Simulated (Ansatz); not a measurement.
Input and output for CH5AsSe (`C[Se][AsH2]`).

```yaml
crystal:
  periodic: [false, false, false]
  atoms:
    - {symbol: C, position_ang: [-0.682480, 1.205998, -0.461136]}
    - {symbol: Se, position_ang: [-0.054212, 0.301347, 1.116777]}
    - {symbol: As, position_ang: [0.853088, -1.585099, -0.057547]}
    - {symbol: H, position_ang: [-1.221085, 2.150396, -0.132400]}
    - {symbol: H, position_ang: [0.133838, 1.449799, -1.101584]}
    - {symbol: H, position_ang: [-1.402559, 0.597096, -1.065453]}
    - {symbol: H, position_ang: [2.167050, -1.576865, 0.713801]}
    - {symbol: H, position_ang: [0.256089, -2.689852, 0.845439]}
basis:
  gaussian: {orbitals: "6-31G*"}
magnetization: {spin_polarized: true, initial_magnetization: 0}
hamiltonian: {xc: {name: wB97}}
```

```sh
$ ansatz run in.yaml --threads 4 --pin off --events-out ev --progress --plain --max-ram 10444MiB
```

Output, abridged:

```
Functional definition: wB97
1134 factors; their error is unknown
300 factors; integrals over basis functions are off by at most 3.1e-5 eV
mean field evaluation 1: about -127301.1648 eV, gradient 1.3e1 eV
mean field evaluation 2: about -127301.6914 eV, gradient 8.6e0 eV
mean field evaluation 4: about -127301.9480 eV, gradient 4.6e-1 eV
mean field evaluation 8: about -127301.8426 eV, gradient 2.9e-1 eV
mean field evaluation 16: about -127301.8427 eV, gradient 6.4e-5 eV
mean field -127301.84271948 eV, -4678.2564316526 hartree, gradient 6.4e-5 eV, S^2 0.000000; 0 other end points of the search recorded, 0 dependent functions left out
reference -127301.84271123 eV, -4678.2564313495 hartree; 39, 39 occupied and 56, 56 virtual orbitals, 1134 factors
Total energy: -127301.84271123 eV, -4678.2564313495 hartree
```

Hardware: 4 threads of an Intel Xeon Platinum 8488C on a shared host. Wall time 3.1 s, peak host memory 0.33 GiB.
